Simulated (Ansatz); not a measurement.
Ligand-field states of Ni(NH2)2 (NiN2H4) at its r2SCAN-D4/def2-TZVP geometry (relaxed as a triplet).

```tsv
atom	x (Å)	y (Å)	z (Å)
Ni1	0.000	0.000	0.001
N2	1.641	-0.564	-0.423
H3	2.120	-0.377	-1.293
H4	2.243	-1.122	0.166
N5	-1.640	0.564	0.424
H6	-2.242	1.120	-0.168
H7	-2.122	0.380	1.294
```

CASSCF(8,5) on the Ni 3d shell in def2-TZVP, averaged with equal weights over 10 triplets and 15 singlets, then SC-NEVPT2; Ansatz, no spin–orbit coupling. The space holds no ligand orbitals and no second d shell, so covalent complexes are described poorly.

Question: Estimate the states' energies above the lowest.

Answer: 
```json
{"state": "triplet 1", "CASSCF (eV)": "0.00", "NEVPT2 (eV)": "0.00"}
{"state": "triplet 2", "CASSCF (eV)": "0.16", "NEVPT2 (eV)": "0.30"}
{"state": "triplet 3", "CASSCF (eV)": "0.20", "NEVPT2 (eV)": "0.45"}
{"state": "triplet 4", "CASSCF (eV)": "0.40", "NEVPT2 (eV)": "0.92"}
{"state": "triplet 5", "CASSCF (eV)": "0.40", "NEVPT2 (eV)": "0.92"}
{"state": "triplet 6", "CASSCF (eV)": "0.55", "NEVPT2 (eV)": "0.88"}
{"state": "triplet 7", "CASSCF (eV)": "0.65", "NEVPT2 (eV)": "1.19"}
{"state": "triplet 8", "CASSCF (eV)": "2.27", "NEVPT2 (eV)": "2.29"}
{"state": "triplet 9", "CASSCF (eV)": "2.67", "NEVPT2 (eV)": "2.83"}
{"state": "triplet 10", "CASSCF (eV)": "3.38", "NEVPT2 (eV)": "3.66"}
{"state": "singlet 1", "CASSCF (eV)": "1.84", "NEVPT2 (eV)": "1.45"}
{"state": "singlet 2", "CASSCF (eV)": "1.95", "NEVPT2 (eV)": "1.66"}
{"state": "singlet 3", "CASSCF (eV)": "2.05", "NEVPT2 (eV)": "2.07"}
{"state": "singlet 4", "CASSCF (eV)": "2.07", "NEVPT2 (eV)": "2.03"}
{"state": "singlet 5", "CASSCF (eV)": "2.26", "NEVPT2 (eV)": "2.34"}
{"state": "singlet 6", "CASSCF (eV)": "2.63", "NEVPT2 (eV)": "2.49"}
{"state": "singlet 7", "CASSCF (eV)": "2.68", "NEVPT2 (eV)": "2.74"}
{"state": "singlet 8", "CASSCF (eV)": "3.02", "NEVPT2 (eV)": "3.10"}
{"state": "singlet 9", "CASSCF (eV)": "3.08", "NEVPT2 (eV)": "3.14"}
{"state": "singlet 10", "CASSCF (eV)": "3.54", "NEVPT2 (eV)": "3.88"}
{"state": "singlet 11", "CASSCF (eV)": "3.77", "NEVPT2 (eV)": "4.08"}
{"state": "singlet 12", "CASSCF (eV)": "3.80", "NEVPT2 (eV)": "4.13"}
{"state": "singlet 13", "CASSCF (eV)": "4.26", "NEVPT2 (eV)": "4.71"}
{"state": "singlet 14", "CASSCF (eV)": "4.26", "NEVPT2 (eV)": "4.71"}
{"state": "singlet 15", "CASSCF (eV)": "7.86", "NEVPT2 (eV)": "7.25"}
```
The lowest NEVPT2 state is a triplet. It took 9.5 s on 4 threads of Arm Neoverse V2 on a shared host.
